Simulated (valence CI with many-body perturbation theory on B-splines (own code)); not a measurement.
## Ru³⁹⁺: calculated level list

Computed by relativistic CI+MBPT: three valence electrons over a frozen Dirac-Fock core [He], radial functions for each j: 11 s, 11 p, 9 d, 7 f, 5 g, 2 h, 1 i, with the one-electron correlation potential Σ1 (screened to all orders), the two-electron term Σ2, the three-electron term Σ3, Breit, model QED; selected single and double excitations, second order for the rest (own B-spline code, finite nucleus).

No measured spectrum was set against this ion. As an estimate, large intervals hold to a few tenths of a per cent, small ones and those within an open d or f shell to about a per cent.

Levels 1 to 45 of 99, with energies above the lowest level, (2s^2 2p1/2) J=1/2. "Leading %" is the weight of the configuration and term that name the level; weights of strongly mixed levels are sums over their largest components and can fall short. In the jj column 3d3/2^4 stands for four electrons in 3d with j = 3/2.

```
No.  Configuration  Term    J  E (eV)  Leading %   Second component      g             Leading jj
  1         2s2.2p   2P°  1/2     0.0         99                     0.650      2s^2 2p1/2 (99 %)
  2         2s.2p2    4P  1/2   119.4         69     22 % 2s.2p2 2S  2.326      2s 2p1/2^2 (93 %)
  3         2s2.2p   2P°  3/2   146.4         98                     1.322      2s^2 2p3/2 (98 %)
  4         2s.2p2    4P  3/2   231.2         95                     1.681  2s 2p1/2 2p3/2 (99 %)
  5         2s.2p2    4P  5/2   256.0         53     47 % 2s.2p2 2D  1.399  2s 2p1/2 2p3/2 (96 %)
  6         2s.2p2    2D  3/2   296.4         73     26 % 2s.2p2 2P  0.937  2s 2p1/2 2p3/2 (98 %)
  7         2s.2p2    2P  1/2   300.6         73     20 % 2s.2p2 4P  1.152  2s 2p1/2 2p3/2 (92 %)
  8         2s.2p2    2D  5/2   396.4         53     47 % 2s.2p2 4P  1.376      2s 2p3/2^2 (96 %)
  9            2p3   2P°  3/2   429.5         41       34 % 2p3 4S°  1.419   2p1/2^2 2p3/2 (97 %)
 10         2s.2p2    2S  1/2   454.0         71     18 % 2s.2p2 2P  1.820      2s 2p3/2^2 (97 %)
 11         2s.2p2    2P  3/2   455.2         72     24 % 2s.2p2 2D  1.213      2s 2p3/2^2 (97 %)
 12            2p3   4S°  3/2   552.8         51       48 % 2p3 2D°  1.408   2p1/2 2p3/2^2 (98 %)
 13            2p3   2D°  5/2   569.1        100                     1.187  2p1/2 2p3/2^2 (100 %)
 14            2p3   2P°  1/2   599.7         99                     0.650   2p1/2 2p3/2^2 (99 %)
 15            2p3   2P°  3/2   726.6         57       28 % 2p3 2D°  1.272         2p3/2^3 (99 %)
 16         2s2.3s    2S  1/2  3282.7         97                     1.996         2s^2 3s (97 %)
 17         2s2.3p   2P°  1/2  3325.8         94                     0.670      2s^2 3p1/2 (94 %)
 18         2s2.3p   2P°  3/2  3365.3         77  12 % 2s.2p.3s 4P°  1.374      2s^2 3p3/2 (77 %)
 19       2s.2p.3s   4P°  1/2  3367.0         88   8 % 2s.2p.3s 2P°  2.437     2s 2p1/2 3s (98 %)
 20       2s.2p.3s   4P°  3/2  3385.1         59  20 % 2s.2p.3s 2P°  1.560     2s 2p1/2 3s (76 %)
 21       2s.2p.3s   2P°  1/2  3396.0         93   5 % 2s.2p.3s 4P°  0.747     2s 2p1/2 3s (96 %)
 22         2s2.3d    2D  3/2  3403.5         91                     0.811      2s^2 3d3/2 (91 %)
 23       2s.2p.3p    4D  1/2  3403.8         73   20 % 2s.2p.3p 2P  0.246  2s 2p1/2 3p1/2 (99 %)
 24         2s2.3d    2D  5/2  3416.8         97                     1.196      2s^2 3d5/2 (97 %)
 25       2s.2p.3p    4D  3/2  3419.0         48   19 % 2s.2p.3p 2D  1.148  2s 2p1/2 3p1/2 (90 %)
 26       2s.2p.3p    4P  1/2  3438.3         56   21 % 2s.2p.3p 2S  2.085  2s 2p1/2 3p1/2 (96 %)
 27       2s.2p.3p    4P  3/2  3453.9         29   25 % 2s.2p.3p 4D  1.420  2s 2p1/2 3p3/2 (99 %)
 28       2s.2p.3p    2P  1/2  3466.1         45   16 % 2s.2p.3p 4P  1.236  2s 2p1/2 3p3/2 (89 %)
 29       2s.2p.3p    4D  5/2  3468.7         57   25 % 2s.2p.3p 2D  1.359  2s 2p1/2 3p3/2 (94 %)
 30       2s.2p.3p    2D  3/2  3472.2         49   19 % 2s.2p.3p 4S  1.240  2s 2p1/2 3p3/2 (96 %)
 31       2s.2p.3d   4F°  3/2  3479.7         76  14 % 2s.2p.3d 2D°  0.538  2s 2p1/2 3d3/2 (99 %)
 32       2s.2p.3d   4F°  5/2  3492.6         67  15 % 2s.2p.3d 4D°  1.068  2s 2p1/2 3d3/2 (68 %)
 33       2s.2p.3d   4P°  5/2  3500.2         39  18 % 2s.2p.3d 2D°  1.385  2s 2p1/2 3d5/2 (70 %)
 34       2s.2p.3d   4D°  1/2  3505.0         63  26 % 2s.2p.3d 2P°  0.373  2s 2p1/2 3d3/2 (93 %)
 35       2s.2p.3d   4D°  3/2  3505.4         41  25 % 2s.2p.3d 4P°  1.279  2s 2p1/2 3d3/2 (81 %)
 36       2s.2p.3d   4F°  7/2  3512.7         48  27 % 2s.2p.3d 4D°  1.257  2s 2p1/2 3d5/2 (95 %)
 37       2s.2p.3s   4P°  5/2  3513.5         84   7 % 2s.2p.3d 2F°  1.508     2s 2p3/2 3s (84 %)
 38       2s.2p.3d   2D°  3/2  3522.6         48  39 % 2s.2p.3d 2P°  1.017  2s 2p1/2 3d5/2 (78 %)
 39       2s.2p.3d   2F°  5/2  3523.9         57  14 % 2s.2p.3d 4P°  1.072  2s 2p1/2 3d5/2 (86 %)
 40       2s.2p.3s   2P°  3/2  3527.4         81  18 % 2s.2p.3s 4P°  1.391     2s 2p3/2 3s (98 %)
 41         2p2.3s    4P  1/2  3529.9         52     22 % 2p2.3s 2S  2.038      2p1/2^2 3s (90 %)
 42       2s.2p.3p    4P  3/2  3560.3         49   21 % 2s.2p.3p 4S  1.626  2s 2p3/2 3p1/2 (99 %)
 43         2p2.3p   4D°  1/2  3560.5         39    37 % 2p2.3p 2P°  0.660   2p1/2^2 3p1/2 (88 %)
 44       2s.2p.3p    2D  5/2  3563.0         41   31 % 2s.2p.3p 4D  1.352  2s 2p3/2 3p1/2 (98 %)
 45       2s.2p.3s   2P°  1/2  3570.0         87   5 % 2s.2p.3s 4P°  0.764     2s 2p3/2 3s (89 %)
```

The ionisation energy to 2s2 1S_0 of the next ion comes out as 5863.5 eV (NIST: 5861 ± 4 eV (semi-empirical)). All 99 levels together are meant to be complete up to 3795.8 eV.
